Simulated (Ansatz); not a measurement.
Born–Oppenheimer molecular dynamics of CH₃Cl₃OSi (9 atoms, charge 0, multiplicity 1). It starts from a relaxed structure.

Theory: RKS r2SCAN-D4/STO-3G (Ansatz).

* ensemble: NVT, Langevin thermostat
* time step: 2 fs
* steps asked: 40
* set temperature: 500 K
* friction: 0.005 /fs
* seed: 451011

First frame:

```xyz
9
Properties=species:S:1:pos:R:3
Si -0.005 -0.040 0.059
O 0.198 -0.275 1.712
C -1.091 -0.357 2.427
H -1.708 -1.212 2.078
H -0.842 -0.509 3.493
H -1.683 0.578 2.329
Cl 1.935 0.034 -0.712
Cl -1.032 1.749 -0.374
Cl -1.083 -1.612 -0.844
```

How far do the bonds stretch over the last three quarters of this one trajectory? (Pairs bonded in most of those frames.)


```tsv
bond	mean (Å)	spread (Å)	shortest	longest
Si1–O2	1.684	0.025	1.63	1.73
Si1–Cl7	2.086	0.034	2.03	2.13
Si1–Cl8	2.116	0.032	2.05	2.16
Si1–Cl9	2.115	0.018	2.09	2.14
O2–C3	1.478	0.021	1.44	1.51
C3–H4	1.114	0.026	1.07	1.16
C3–H5	1.109	0.025	1.07	1.15
C3–H6	1.114	0.042	1.04	1.19
```

Mean temperature of the second half: 203 K. The mean temperature of the second half is 59 % below the set value. A step of 2 fs is long for free X–H stretches (periods near 10 fs) and can bias their spread and the temperature. A run of 0.08 ps of so small a system gives no equilibrium averages. Limits of this set-up: minimal basis.

Time of the run: 3 min on 1 thread of AMD EPYC 7R43 64-Core Processor (Zen 3) (shared host), peak memory 0.15 GiB.
